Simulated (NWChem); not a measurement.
System meant: C3H5O, doublet; SMILES C(=[CH])(C)O

Here is an NWChem input.

```
start job
memory heap 200 mb stack 900 mb global 1100 mb
geometry units angstroms noautoz
  C     -1.282436    -0.720288     0.000000
  C     -0.120406    -0.083321     0.000000
  C      0.018017     1.404160     0.000000
  O      1.099934    -0.693735     0.000000
  H     -1.680375    -1.732421     0.000000
  H     -0.963172     1.893659     0.000000
  H      0.585163     1.727061     0.887466
  H      0.585163     1.727061    -0.887466
  H      0.971493    -1.649482     0.000000
end
basis spherical
  C library def2-svp
  O library def2-svp
  H library def2-svp
end
dft
  odft
  mult 3
  xc b3lyp
  iterations 150
  mulliken
end
task dft energy
```

End of the output:

```
 ==============================================================================
                                 internuclear angles
 ------------------------------------------------------------------------------
        center 1       |       center 2       |       center 3       |  degrees
 ------------------------------------------------------------------------------
    2 C                |   1 C                |   5 H                |   140.19
    1 C                |   2 C                |   3 C                |   124.05
    1 C                |   2 C                |   4 O                |   124.70
    3 C                |   2 C                |   4 O                |   111.26
    2 C                |   3 C                |   6 H                |   111.20
    2 C                |   3 C                |   7 H                |   109.85
    2 C                |   3 C                |   8 H                |   109.85
    6 H                |   3 C                |   7 H                |   109.26
    6 H                |   3 C                |   8 H                |   109.26
    7 H                |   3 C                |   8 H                |   107.34
    2 C                |   4 O                |   9 H                |   108.92
 ------------------------------------------------------------------------------
                            number of included internuclear angles:         11
 ==============================================================================

 Summary of "ao basis" -> "" (spherical)
 ------------------------------------------------------------------------------
       Tag                 Description            Shells   Functions and Types
 ---------------- ------------------------------  ------  ---------------------
 C                          def2-svp                 6       14   3s2p1d
 O                          def2-svp                 6       14   3s2p1d
 H                          def2-svp                 3        5   2s1p

                                 NWChem DFT Module
                                 -----------------

 Summary of "ao basis" -> "ao basis" (spherical)
 ------------------------------------------------------------------------------
       Tag                 Description            Shells   Functions and Types
 ---------------- ------------------------------  ------  ---------------------
 C                          def2-svp                 6       14   3s2p1d
 O                          def2-svp                 6       14   3s2p1d
 H                          def2-svp                 3        5   2s1p

      Symmetry analysis of basis
      --------------------------

        a'         57
        a"         24

  number of electrons :                   31
  multiplicity        :                    3
 ------------------------------------------------------------------------
  no. of electrons and multiplicity not compatible                  31
 ------------------------------------------------------------------------
 ------------------------------------------------------------------------
  current input line :
    26: task dft energy
 ------------------------------------------------------------------------
 ------------------------------------------------------------------------
 There is an error in the input file
 ------------------------------------------------------------------------
 For more information see the NWChem manual at https://nwchemgit.github.io

0: no. of electrons and multiplicity not compatible:Received an Error in Communication
```

What is wrong, and how is it mended?

The input was rejected before any calculation. Cause: the multiplicity doesn't fit the number of electrons (an even count wants an odd multiplicity, and the reverse). This input runs:
```
start job
memory heap 200 mb stack 900 mb global 1100 mb
geometry units angstroms noautoz
  C     -1.282436    -0.720288     0.000000
  C     -0.120406    -0.083321     0.000000
  C      0.018017     1.404160     0.000000
  O      1.099934    -0.693735     0.000000
  H     -1.680375    -1.732421     0.000000
  H     -0.963172     1.893659     0.000000
  H      0.585163     1.727061     0.887466
  H      0.585163     1.727061    -0.887466
  H      0.971493    -1.649482     0.000000
end
basis spherical
  * library def2-svp
end
dft
  odft
  mult 2
  xc b3lyp
  iterations 150
  mulliken
end
task dft energy
```
It converges to -192.30138 Ha (B3LYP/def2-SVP, spin-unrestricted).
